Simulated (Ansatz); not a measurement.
CH$_{3}$AlF$_{2}$ (`[CH3][Al]([F])[F]`). The species carries charge 0 and has multiplicity 1. The structure was optimised at the PBE0-D4/def2-TZVP level.

```xyz
7

C    -0.822   -0.340   -0.170
Al    0.931    0.376    0.179
F     1.227    1.324    1.489
F     2.214    0.082   -0.806
H    -0.839   -0.947   -1.077
H    -1.159   -0.960    0.666
H    -1.553    0.466   -0.281
```

Question: What is the dipole moment at B3LYP/def2-TZVPP? (Estimate.)

Answer: The calculation gave: 2.23 D, with components (-2.02, -0.83, -0.41) D in this frame, pointing from negative to positive charge.

Question: And with PBE, r2SCAN, ωB97M-V? (Best estimate.)

Answer: Computed: PBE 2.21 D, r2SCAN 2.19 D, ωB97M-V 2.19 D.

Question: Give the Mulliken charges with B3LYP, PBE, r2SCAN in def2-TZVPP. (Estimate.)

Answer: The calculation gave: 
```csv
atom,B3LYP,PBE,r2SCAN
C1,-0.45,-0.44,-0.39
Al2,0.84,0.73,0.86
F3,-0.35,-0.31,-0.36
F4,-0.35,-0.31,-0.35
H5,0.11,0.12,0.08
H6,0.11,0.11,0.08
H7,0.11,0.11,0.08
```

B3LYP here is the variant with VWN-RPA as its local correlation; programs differ in this.
